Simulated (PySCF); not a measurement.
Cl2H2HfS2, SMILES [Cl][Hf]([SH])([Cl])[SH], multiplicity 1. Geometry optimised at PBE-D3(BJ)/def2-SVP. The spin state was assumed, not searched. The structure was generated by enumeration; whether it is a known compound was not checked. The def2 effective core potentials stand for the cores of Hf; spin–orbit coupling is left out. One conformer was computed; it need not be the lowest.

### Question
Give the equilibrium geometry at PBE-D3(BJ)/def2-SVP (PySCF confirms it by a frequency run) as Cartesian coordinates in Å. (Estimate from the structure and the level; the computed values follow.)

### Answer
Several could match; the one computed here: 
```xyz
7

Hf     0.0445     0.0158     0.0165
Cl     0.6985     1.9215    -1.1972
Cl     1.0964    -0.1605     2.1081
S      0.3943    -2.0148    -1.2634
H      0.1352    -1.3262    -2.4173
S     -2.3662     0.0752     0.3126
H     -2.3024     1.2824     0.9544
```
